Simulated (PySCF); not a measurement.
# Tc (technetium, neutral): UHF calculation

Configuration: [Kr] 4d7, high-spin 4F determinant (an excited configuration). Calculation: PySCF 2.14, in def2-TZVPPD with the def2 core potential (28 electrons) (6s4p3d2f1g, 56 functions); scalar relativity through the core potential.

```json
{
 "Total energy": "-79.972608 hartree",
 "One-electron energy": "-140.8183 hartree",
 "Hartree (Coulomb) energy": "69.3358 hartree",
 "Exchange energy": "-8.4901 hartree",
 "⟨S²⟩": "3.7580",
 "⟨L²⟩": "12.058",
 "Sum of ⟨r⟩": "22.69 bohr",
 "Sum of ⟨r²⟩": "43.06 bohr²"
}
```

| shell | electrons | mean orbital energy (eV) | spread (eV) | rms radius, mean of both spins (bohr) |
| --- | --- | --- | --- | --- |
| 4s α | 1 | -85.992 | 0 | 1.15 |
| 4s β | 1 | -81.929 | 0 | 1.15 |
| 4p α | 3 | -53.892 | 0 | 1.28 |
| 4p β | 3 | -48.513 | 0 | 1.28 |
| 4d α | 5 | -7.091 | 0.945 | 2.09 |
| 4d β | 2 | -4.937 | 0 | 2.09 |

Energies and moments cover only the electrons outside the core potential.
